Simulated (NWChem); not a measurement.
C₂H₅BO₂; SMILES OB(C=C)O

```xyz
10

B     -0.0092    -0.5072     0.0007
C     -0.6609     0.9143     0.0023
C      0.0586     2.0445    -0.0017
H     -1.7504     1.0095     0.0064
H     -0.3972     3.0334    -0.0009
H      1.1460     2.0157    -0.0059
O      1.3542    -0.6211     0.0007
H      1.6175    -1.5540    -0.0010
O     -0.7458    -1.6707    -0.0010
H     -1.6979    -1.5036    -0.0012
```
Atoms are numbered in this order, from 1.

Level: B3LYP/6-31G* (spherical d) (NWChem), optimised geometry, unscaled harmonic frequencies. 

Question: List the harmonic frequencies with IR intensities, and the thermochemistry.

Answer: 
```json
[
 {"frequency (cm⁻¹)": "79", "IR intensity (km/mol)": "3.2"},
 {"frequency (cm⁻¹)": "212", "IR intensity (km/mol)": "1.5"},
 {"frequency (cm⁻¹)": "405", "IR intensity (km/mol)": "16.1"},
 {"frequency (cm⁻¹)": "417", "IR intensity (km/mol)": "0.1"},
 {"frequency (cm⁻¹)": "497", "IR intensity (km/mol)": "16.1"},
 {"frequency (cm⁻¹)": "499", "IR intensity (km/mol)": "200.5"},
 {"frequency (cm⁻¹)": "585", "IR intensity (km/mol)": "14.5"},
 {"frequency (cm⁻¹)": "726", "IR intensity (km/mol)": "72.9"},
 {"frequency (cm⁻¹)": "765", "IR intensity (km/mol)": "8.4"},
 {"frequency (cm⁻¹)": "1005", "IR intensity (km/mol)": "26.2"},
 {"frequency (cm⁻¹)": "1013", "IR intensity (km/mol)": "128.0"},
 {"frequency (cm⁻¹)": "1027", "IR intensity (km/mol)": "83.0"},
 {"frequency (cm⁻¹)": "1053", "IR intensity (km/mol)": "15.5"},
 {"frequency (cm⁻¹)": "1058", "IR intensity (km/mol)": "23.7"},
 {"frequency (cm⁻¹)": "1304", "IR intensity (km/mol)": "169.4"},
 {"frequency (cm⁻¹)": "1366", "IR intensity (km/mol)": "166.2"},
 {"frequency (cm⁻¹)": "1438", "IR intensity (km/mol)": "229.8"},
 {"frequency (cm⁻¹)": "1485", "IR intensity (km/mol)": "108.8"},
 {"frequency (cm⁻¹)": "1701", "IR intensity (km/mol)": "38.7"},
 {"frequency (cm⁻¹)": "3109", "IR intensity (km/mol)": "29.3"},
 {"frequency (cm⁻¹)": "3151", "IR intensity (km/mol)": "15.2"},
 {"frequency (cm⁻¹)": "3231", "IR intensity (km/mol)": "14.8"},
 {"frequency (cm⁻¹)": "3765", "IR intensity (km/mol)": "45.5"},
 {"frequency (cm⁻¹)": "3798", "IR intensity (km/mol)": "41.6"}
]
```

```yaml
zero_point_energy: 48.1 kcal/mol
thermal correction to the enthalpy at 298.15 K (with zero-point energy): 52.3 kcal/mol
heat capacity Cv: 19.9 cal/(mol K)
entropy at 298.15 K and 1 atm (symmetry number 1): 74.9 cal/(mol K)
dipole_moment: 1.33 D
```

Rigid rotor and harmonic oscillator; modes under 100 cm⁻¹ make the entropy uncertain.
